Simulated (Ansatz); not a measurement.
H6OSiTi, SMILES [SiH3][O][TiH3], multiplicity 1.

Coordinates come from a B3LYP-D3(BJ)/def2-SVP optimisation. A frequency run showed that this geometry is not a minimum. The spin state was assumed, not searched. The structure was generated by enumeration; whether it is a known compound was not checked.

Two levels are set side by side: PBE/def2-SVPD (Ansatz, a quantum-chemistry and plane-wave program) and PBE0/def2-SVPD (Ansatz). Energy differences of separate SCF runs at the same geometry; the states with an electron removed or added have multiplicity 2 and 2. Differences are taken from unrounded values.

```
quantity                             PBE
---------------------------------  -----
vertical ionisation energy (eV)    10.01
vertical electron affinity (eV)     0.68
vertical singlet–triplet gap (eV)   3.07
```

### Question
These are the PBE values. What does PBE0 give? (An estimate is asked for; the answer gives what the named calculation found.)

### Answer

```csv
quantity,PBE0,PBE minus PBE0
vertical ionisation energy (eV),10.53,-0.52
vertical electron affinity (eV),0.98,-0.31
vertical singlet–triplet gap (eV),3.00,0.06
```
